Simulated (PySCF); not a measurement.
F4Ti, SMILES [F][Ti-]([F])([F])[F] (connectivity only; charge and spin as stated), charge -1, multiplicity 2.

The structure is a stationary point at PBE-D3(BJ)/def2-SVPD. The multiplicity is an assumed one; other spin states were not compared.

Two levels are set side by side: PBE/def2-SVPD (PySCF) and CAM-B3LYP/def2-SVPD (PySCF). Same geometry, gas phase. Differences are taken from unrounded values.

```
quantity                     CAM-B3LYP
---------------------------  ---------
α-spin orbital gap (eV)           6.51
β-spin orbital gap (eV)          11.24
mean polarisability (bohr³)       38.0
```

### Question
What does PBE give, and how far is it from CAM-B3LYP? (Estimate from the structure and the level; the computed values follow.)

### Answer

```tsv
quantity	PBE	PBE minus CAM-B3LYP
α-spin orbital gap (eV)	0.77	-5.74
β-spin orbital gap (eV)	6.54	-4.70
mean polarisability (bohr³)	52.6	14.6
```

Loosely held outer electrons make PBE densities more polarisable. Differences between two approximate levels are no errors against the true value.

Rough cost on one machine, each run with all the roots and properties that it gave: CAM-B3LYP against PBE within a factor of 2.
